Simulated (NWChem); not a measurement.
All runs are NWChem calculations. System: HSi, charge 1, spin multiplicity 1, at the geometry of a parent with another charge or spin, in a state set for the comparison that need not be this species' ground state. Level: RHF/def2-TZVP.

Input file:

```
start mol
memory heap 200 mb stack 900 mb global 1100 mb
charge 1
geometry units angstroms nocenter noautoz
  Si     0.000000     0.000000     0.102678
  H      0.000000     0.000000    -1.437486
  symmetry group C2v
end
basis spherical
  * library def2-tzvp
end
scf
  rhf
  nopen 0
  maxiter 100
  thresh 1e-7
  semidirect memsize 60000000 filesize 0
end
task scf energy
```

Output (cleaned and shortened):

```
             Northwest Computational Chemistry Package (NWChem) 7.3.0
             --------------------------------------------------------

                                NWChem Input Module
                                -------------------

 Scaling coordinates for geometry "geometry" by  1.889725989
 (inverse scale =  0.529177249)

 Turning off AUTOSYM since
 SYMMETRY directive was detected!

                             Geometry "geometry" -> ""
                             -------------------------

 Output coordinates in angstroms (scale by  1.889725989 to convert to a.u.)

  No.       Tag          Charge          X              Y              Z
 ---- ---------------- ---------- -------------- -------------- --------------
    1 Si                  14.0000     0.00000000     0.00000000     0.10267800
    2 H                    1.0000     0.00000000     0.00000000    -1.43748600

 Effective nuclear repulsion energy (a.u.)       4.8101900096

            Nuclear Dipole moment (a.u.)
            ----------------------------
        X                 Y               Z
 ---------------- ---------------- ----------------
     0.0000000000     0.0000000000     0.0000113384

      Symmetry information
      --------------------

 Group name             C2v
 Group number             16
 Group order               4
 No. of unique centers     2

      Symmetry unique atoms

     1    2


 Summary of "ao basis" -> "" (spherical)
 ------------------------------------------------------------------------------
       Tag                 Description            Shells   Functions and Types
 ---------------- ------------------------------  ------  ---------------------
 *                         def2-tzvp                  on all atoms

 Summary of "ao basis" -> "ao basis" (spherical)
 ------------------------------------------------------------------------------
       Tag                 Description            Shells   Functions and Types
 ---------------- ------------------------------  ------  ---------------------
 Si                        def2-tzvp                13       37   5s5p2d1f
 H                         def2-tzvp                 4        6   3s1p

                                 NWChem SCF Module
                                 -----------------

  ao basis        = "ao basis"
  functions       =    43
  atoms           =     2
  closed shells   =     7
  open shells     =     0
  charge          =   1.00
  wavefunction    = RHF
  use symmetry    = T
  symmetry adapt  = T

 Summary of "ao basis" -> "ao basis" (spherical)
 ------------------------------------------------------------------------------
       Tag                 Description            Shells   Functions and Types
 ---------------- ------------------------------  ------  ---------------------
 Si                        def2-tzvp                13       37   5s5p2d1f
 H                         def2-tzvp                 4        6   3s1p

      Symmetry analysis of basis
      --------------------------

        a1         20
        a2          3
        b1         10
        b2         10

 Forming initial guess at       0.0s

      Superposition of Atomic Density Guess
      -------------------------------------

 Sum of atomic energies:        -289.33521970

 Renormalizing density from      15.00 to     14

      Non-variational initial energy
      ------------------------------

 Total energy =    -276.841783
 1-e energy   =    -383.135828
 2-e energy   =     101.483855
 HOMO         =      -0.679352
 LUMO         =      -0.494905

      Symmetry analysis of molecular orbitals - initial
      -------------------------------------------------

 !! scf_movecs_sym_adapt:   26 vectors were symmetry contaminated

  Symmetry fudging

 !! scf_movecs_sym_adapt:   26 vectors were symmetry contaminated

  Numbering of irreducible representations:

     1 a1          2 a2          3 b1          4 b2

  Orbital symmetries:

     1 a1          2 a1          3 a1          4 b2          5 b1
     6 a1          7 a1          8 b2          9 b1         10 a1
    11 a1         12 b1         13 b2         14 a1         15 a2
    16 a1         17 b1

 Starting SCF solution at       0.1s

 ----------------------------------------------
         Quadratically convergent ROHF

 Convergence threshold     :          1.000E-07
 Maximum no. of iterations :          100
 Final Fock-matrix accuracy:          1.000E-09
 ----------------------------------------------

              iter       energy          gnorm     gmax       time
             ----- ------------------- --------- --------- --------
                 1     -289.0239428527  3.09D+00  1.25D+00      0.1
                 2     -289.1505833424  3.87D-01  1.62D-01      0.1
                 3     -289.1578620810  1.95D-01  8.20D-02      0.1
                 4     -289.1584492908  1.55D-02  7.79D-03      0.1
                 5     -289.1584926003  9.28D-05  3.06D-05      0.1
                 6     -289.1584926013  5.66D-09  2.14D-09      0.1

       Final RHF  results
       ------------------

         Total SCF energy =   -289.158492601256
      One-electron energy =   -405.856318035990
      Two-electron energy =    111.887635425101
 Nuclear repulsion energy =      4.810190009633

        Time for solution =      0.0s

       Symmetry analysis of molecular orbitals - final
       -----------------------------------------------

  Numbering of irreducible representations:

     1 a1          2 a2          3 b1          4 b2

  Orbital symmetries:

     1 a1          2 a1          3 b1          4 b2          5 a1
     6 a1          7 a1          8 b1          9 b2         10 a1
    11 a1         12 b2         13 b1         14 a1         15 b2
    16 b1         17 a1

             Final eigenvalues
             -----------------

              1
    1  -69.1618
    2   -6.5017
    3   -4.6005
    4   -4.6005
    5   -4.5991
    6   -0.9159
    7   -0.6610
    8   -0.2554
    9   -0.2554
   10   -0.0738
   11    0.0421
   12    0.0825
   13    0.0825
   14    0.0839
   15    0.0887
   16    0.0887
   17    0.0973

                       ROHF Final Molecular Orbital Analysis
                       -------------------------------------

 Vector    5  Occ=2.000000D+00  E=-4.599069D+00  Symmetry=a1
              MO Center= -7.4D-17,  1.2D-16,  1.0D-01, r^2= 1.0D-01
   Bfn.  Coefficient  Atom+Function         Bfn.  Coefficient  Atom+Function
  ----- ------------  ---------------      ----- ------------  ---------------
     8      0.716895  1 Si pz                11      0.350359  1 Si pz

 Vector    6  Occ=2.000000D+00  E=-9.159118D-01  Symmetry=a1
              MO Center=  4.5D-17, -3.7D-16, -5.0D-01, r^2= 1.3D+00
   Bfn.  Coefficient  Atom+Function         Bfn.  Coefficient  Atom+Function
  ----- ------------  ---------------      ----- ------------  ---------------
     4      0.668780  1 Si s                  3     -0.367173  1 Si s
     5      0.260890  1 Si s                 39      0.198216  2 H  s

 Vector    7  Occ=2.000000D+00  E=-6.610448D-01  Symmetry=a1
              MO Center= -4.1D-16,  3.9D-16,  1.9D-02, r^2= 2.1D+00
   Bfn.  Coefficient  Atom+Function         Bfn.  Coefficient  Atom+Function
  ----- ------------  ---------------      ----- ------------  ---------------
     4      0.431191  1 Si s                 17      0.421530  1 Si pz
     5      0.254180  1 Si s                 39     -0.224759  2 H  s
     3     -0.219651  1 Si s

 Vector    8  Occ=0.000000D+00  E=-2.553686D-01  Symmetry=b1
              MO Center= -7.2D-16, -1.1D-30,  6.9D-02, r^2= 2.7D+00
   Bfn.  Coefficient  Atom+Function         Bfn.  Coefficient  Atom+Function
  ----- ------------  ---------------      ----- ------------  ---------------
    18      0.503513  1 Si px                15      0.493894  1 Si px
     6     -0.151119  1 Si px

 Vector    9  Occ=0.000000D+00  E=-2.553686D-01  Symmetry=b2
              MO Center= -5.7D-30,  5.7D-15,  6.9D-02, r^2= 2.7D+00
   Bfn.  Coefficient  Atom+Function         Bfn.  Coefficient  Atom+Function
  ----- ------------  ---------------      ----- ------------  ---------------
    19      0.503513  1 Si py                16      0.493894  1 Si py
     7     -0.151119  1 Si py

 Vector   10  Occ=0.000000D+00  E=-7.382495D-02  Symmetry=a1
              MO Center=  2.0D-16, -1.3D-15,  2.2D-01, r^2= 4.4D+00
   Bfn.  Coefficient  Atom+Function         Bfn.  Coefficient  Atom+Function
  ----- ------------  ---------------      ----- ------------  ---------------
    40      1.572879  2 H  s                 20      1.241412  1 Si pz
     5     -0.954775  1 Si s                 17      0.227352  1 Si pz
     4     -0.202089  1 Si s                 28      0.150065  1 Si d  0

 center of mass
 --------------
 x =   0.00000000 y =   0.00000000 z =   0.09283310

 moments of inertia (a.u.)
 ------------------
           8.240378438073           0.000000000000           0.000000000000
           0.000000000000           8.240378438073           0.000000000000
           0.000000000000           0.000000000000           0.000000000000

  Mulliken analysis of the total density
  --------------------------------------

    Atom       Charge   Shell Charges
 -----------   ------   -------------------------------------------------------
    1 Si  14    13.11   2.00  0.60  1.37  1.33  0.60  4.09  1.75  0.34  0.73  0.19  0.03  0.06  0.01
    2 H    1     0.89   0.22  0.54  0.12  0.01

       Multipole analysis of the density wrt the origin
       ------------------------------------------------

     L   x y z        total         open         nuclear
     -   - - -        -----         ----         -------
     0   0 0 0      1.000000      0.000000     15.000000

     1   1 0 0      0.000000      0.000000      0.000000
     1   0 1 0     -0.000000      0.000000      0.000000
     1   0 0 1     -0.098451      0.000000      0.000011

     2   2 0 0     -6.350766      0.000000      0.000000
     2   1 1 0      0.000000      0.000000      0.000000
     2   1 0 1      0.000000      0.000000      0.000000
     2   0 2 0     -6.350766      0.000000      0.000000
     2   0 1 1     -0.000000      0.000000      0.000000
     2   0 0 2     -8.897232      0.000000      7.906211

 Task  times  cpu:        0.1s     wall:        0.1s

 Total times  cpu:        0.1s     wall:        0.1s
```
